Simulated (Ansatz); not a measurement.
Several settings on one geometry of Li11⁻ (the lowest singlet isomer of a short search) (that of the charge -1 singlet, B3LYP/def2-SVPD). Ansatz on 4 threads of Arm Neoverse V1 on a shared host; times are rough.

```xyz
11

Li    0.8120   -2.3546    1.1394
Li   -1.5512    1.8942    0.5754
Li    1.2788    0.5176    0.7177
Li   -3.8124   -0.2000    1.0663
Li   -1.3023   -0.7562   -0.3883
Li    3.6694   -1.2088    0.8906
Li    1.6195   -1.2585   -1.4618
Li   -3.1114    1.1848   -1.7794
Li    3.3401    1.0880   -1.3745
Li   -1.0810   -0.2667    2.5039
Li    0.1386    1.3601   -1.8894
```

Totals from different functionals, basis sets or treatments of relativity can't be compared as stabilities.

The 6-31G sets use Cartesian d functions. A multiply charged anion in the gas phase is held together partly by the finite basis.

Scalar relativity in a set contracted without it gives distorted totals.

The spins typed aren't always the lowest for that charge.

**Question.** Give the basis size and estimate the energy, ⟨S²⟩ and time of these runs.

| run | method | charge | state | further keys |
| --- | --- | --- | --- | --- |
| 1 | RKS revPBE0/STO-3G | -1 | singlet | scf: {omitted_lower_state_checks: [starts]} |
| 2 | UKS LDA (SPW92)/def2-SVP | -2 | doublet | pseudopotentials: {relativity: scalar}; scf: {lower_state_search: light}; forces asked |
| 3 | RKS r2SCANh/6-31++G** | -1 | singlet | scf: {omitted_lower_state_checks: [starts]}; forces asked |

**Answer.** 
```tsv
run	functions	energy (Eh)	⟨S²⟩	wall time
1	55	-81.4883	–	1.9 s
2	99	-81.1502	0.76	11 s
3	209	-82.6782	–	14 s
```

The highest occupied level of an anion often lies above zero with these methods, and sets without diffuse functions describe the outer electron poorly. The restricted singlet is unstable towards broken spin symmetry in Hartree–Fock (as tested in another run); at RKS revPBE0/STO-3G, RKS r2SCANh/6-31++G** this wasn't settled.
